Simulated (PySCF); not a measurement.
# Nd(IV) with more and more OH

Computed with PySCF 2.14.0, PBE0, def2-SVP on the ligands, density fitting, scalar-relativistic core potentials, no spin-orbit coupling, vacuum. The metal has lcecp-2-SVP with ECP48. Each complex is relaxed within the symmetry of its template. Distances are means of the shortest metal–ligand contacts, charges and spins Mulliken's; removal energies are rigid, with the ligand's formal charge and no counterpoise, so too large; for an anion taken off a cation in vacuum most of it is the attraction of opposite charges, and multiply charged cations can part far more cheaply with an electron moved from ligand to metal. lcecp potentials hold a fixed number of 4f electrons in the core, out of states, spins and gaps.

```tsv
complex	point group	M–OH (Å)	charge on M (e)	removal of one OH (eV)	strongest infrared band, degenerate modes summed (cm⁻¹)	unstable modes (below −25 cm⁻¹)
[Nd(OH)2]2+	C2v	1.908	1.94	26.59	–	0
Nd(OH)4	Td	2.047	1.38	11.57	309	0
```

Task: What does the calculation give for [Nd(OH)3]+?

Result: point group: C3v, M–OH (Å): 1.979, charge on M (e): 1.57, removal of one OH (eV): 18.01, strongest infrared band, degenerate modes summed (cm⁻¹): 3895, unstable modes (below −25 cm⁻¹): 0.
```xyz
7

Nd    0.0000    0.0000   -0.7257
O     1.8359    0.0000    0.0130
H     2.6280    0.0000    0.5661
O    -0.9180    1.5899    0.0130
H    -1.3140    2.2759    0.5661
O    -0.9179   -1.5899    0.0130
H    -1.3140   -2.2759    0.5661
```

The more ligands, the longer each bond and the weaker the last ligand is held.

One start shape was tried for each, so a minimum needn't be the lowest isomer. Oxidation states forced by the potential, rare, strongly oxidising or of another configuration in reality: [Nd(OH)2]2+, [Nd(OH)3]+, Nd(OH)4.
